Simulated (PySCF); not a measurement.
PySCF 2.14 output of a UHF calculation on a single atom or ion in aug-cc-pVDZ-PP with ECP60MDF (5s5p4d2f, 54 functions), with scalar relativity through the core potential:

```
SCF conv_tol = 1e-09
number electrons alpha = 9  beta = 5
cycle= 1 E= -89.2371814926179  delta_E= -0.00344  |g|= 0.0187  |ddm|= 0.0538
cycle= 2 E= -89.2375892126765  delta_E= -0.000408  |g|= 0.00862  |ddm|= 0.0219
cycle= 3 E= -89.2378088311118  delta_E= -0.00022  |g|= 0.00484  |ddm|= 0.0196
cycle= 4 E= -89.237926332132  delta_E= -0.000118  |g|= 0.000559  |ddm|= 0.0255
cycle= 5 E= -89.2379274230698  delta_E= -1.09e-06  |g|= 0.000149  |ddm|= 0.00222
cycle= 6 E= -89.2379274550058  delta_E= -3.19e-08  |g|= 2.58e-05  |ddm|= 0.000388
cycle= 7 E= -89.237927455679  delta_E= -6.73e-10  |g|= 3.75e-06  |ddm|= 5.07e-05
converged SCF energy = -89.237927455679  <S^2> = 6.0037305  2S+1 = 5.001492
```

The run itself started from symmetry-adapted Hartree-Fock orbitals and held the occupation by maximum overlap, so the iterations belong to that start.

**Question.** Which element, charge and spin multiplicity is this?

**Answer.** Os²⁺ (osmium, charge +2), multiplicity 5; the state was [Xe] 4f14 5d6, high-spin 5D determinant.

Energies and moments cover only the electrons outside the core potential. Spin-orbit coupling, absent here, splits the open shell strongly.
